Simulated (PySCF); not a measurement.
Species: AlAsH6.
Bonds: Al1–As2. Hydrogens: H3, H4, H5 on Al1; H6, H7, H8 on As2.

Method: PBE0-D3(BJ)/def2-SVP geometry optimisation, gas phase (PySCF 2.14.0); density fitting, grid level 1; the optimiser is geomeTRIC in internal coordinates, started from a GFN2-xTB structure with every atom displaced at random (about 0.01 Å).

Geometry at step 8:
```
atom  x, y, z in Å
Al1    -1.5077    0.0097   -0.0510
As2     1.0724    0.0053   -0.0048
H3     -1.7450   -0.5972   -1.5103
H4     -1.6043   -0.9737    1.2093
H5     -1.7771    1.5665    0.1993
H6      1.8298    0.4579    1.2186
H7      1.9209    0.7827   -0.9785
H8      1.8663   -1.2704   -0.1350
```

Problem. What forces act on the atoms?

Solution. 
```csv
atom,Fx (eV/Å),Fy (eV/Å),Fz (eV/Å)
Al1,-0.306,-0.050,0.094
As2,0.560,0.009,0.020
H3,0.065,-0.002,-0.027
H4,-0.022,-0.027,0.010
H5,0.079,0.018,-0.020
H6,-0.158,0.120,0.144
H7,-0.056,0.113,-0.137
H8,-0.162,-0.181,-0.084
```

The largest, 0.56 eV/Å, acts on As2; the rms over all components is 0.157 eV/Å. The forces sum to zero within rounding, as they must for an isolated molecule in no field.

Problem. Give the force on As2 in Eh/bohr and in nN.

Solution. 0.560 eV/Å ÷ 51.422 = 0.01090 Eh/bohr, and 0.560 eV/Å × 1.602 = 0.90 nN.

Problem. How far is this geometry from the end of the optimisation?

Solution. 0.032 eV above it, and 0.066 Å rms away after alignment. The bonds farthest from their final lengths, with half the difference of the two atoms' forces along the bond (positive lengthens):

```
   bond  now (Å)  final (Å)  force along bond (eV/Å)
Al1–As2    2.581      2.626                    +0.43
 As2–H7    1.507      1.510                    -0.10
 Al1–H3    1.598      1.601                    +0.02
 As2–H8    1.508      1.510                    -0.10
 As2–H6    1.508      1.510                    -0.11
```

The angle farthest from its final value is H6–As2–H8, 93.4° against 97.5°.

What follows is the cost of the whole optimisation. Hardware: one thread, Arm Neoverse V2 (aarch64), shared host with 192 logical CPUs at a one-minute load of 78. Cost: 27 s, 0.34 GiB resident at most.
